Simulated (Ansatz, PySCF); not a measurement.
Molecule: BaCl, net charge 0, doublet state. 
Coordinates optimised at B3LYP-D3(BJ)/def2-TZVP (Ansatz, an electronic-structure program):
```xyz
2

Ba     0.0000     0.0000    -0.6289
Cl     0.0000     0.0000     2.0715
```
Charge 0, spin multiplicity 2.

Dipole moments at this geometry, in debye (magnitudes).

```
level               program  dipole (D)
------------------  -------  ----------
HF/def2-TZVPD         PySCF        4.35
SVWN5/def2-TZVPD     Ansatz        5.06
PBE/def2-TZVPD       Ansatz        4.88
BLYP/def2-TZVPD      Ansatz        5.06
TPSS/def2-TZVPD       PySCF        4.75
r2SCAN/def2-TZVPD    Ansatz        5.00
TPSSh/def2-TZVPD      PySCF        4.76
r2SCANh/def2-TZVPD   Ansatz        5.04
PW6B95/def2-TZVPD     PySCF        5.08
CCSD(T)/def2-SVPD    Ansatz           …
```

Question: Some entries are withheld; supply them.

Answer: 
- CCSD(T)/def2-SVPD, dipole (D): 4.70
